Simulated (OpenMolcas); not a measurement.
**Cr II: Racah parameters, worked from levels**

```
Program             : OpenMolcas
Basis               : ANO-R3 [7s5p5d3f1g]
Scalar Hamiltonian  : X2C, finite nucleus
Active space        : 5 electrons in 5 orbitals (3d)
State averaging     : 2S+1 = 6 even, 1 root; 2S+1 = 4 even, 24 roots; 2S+1 = 2 even, 75 roots (53 in the spin-orbit step)
Spin-orbit coupling : RASSI with atomic mean-field integrals over the reference wave functions, term energies averaged over their components
```

Methods: CASSCF; MS-CASPT2, IPEA 0.25 Eh, imaginary shift 0.1 Eh (closed shells correlated: 3s 3p).

**Racah parameters.** Above ⁶S, d5 has ⁴D at 17B + 5C, ⁴G at 10B + 5C and ⁴P at 7B + 7C. The first two fix B and C, and the third tests them; where it misses by thousands of cm-1, two parameters do not describe the configuration (Trees and configuration-interaction terms are left out) and B and C hang on the terms chosen. Term energies are centres of gravity, weighted by 2J + 1.

| Source | ⁴D | ⁴G | B | C | C/B | ⁴P from B, C | ⁴P found |
| --- | --- | --- | --- | --- | --- | --- | --- |
| CASSCF | 32575 | 26170 | 915 | 3404 | 3.72 | 30233 | 30049 |
| MS-CASPT2 | 25330 | 21045 | 612 | 2985 | 4.88 | 25179 | 22661 |

Energies in cm-1. From CASSCF to MS-CASPT2, B changes by -33.1 % and C by -12.3 %.

CASPT2 does not keep the components of a term degenerate, so their means are used; among the terms shown or strongly mixed into the levels shown the widest spread is 460 cm-1 (3d⁵ ⁴G, MS-CASPT2). Some high roots are left out of the spin-orbit mixing, which shifts the levels that they would mix with. Without dynamic correlation excited terms often stand tens of per cent too high (terms of higher spin than the ground term too low), and those without a measured partner can miss by more than the paired ones (holds for CASSCF). Levels of configurations outside the active space are missing.
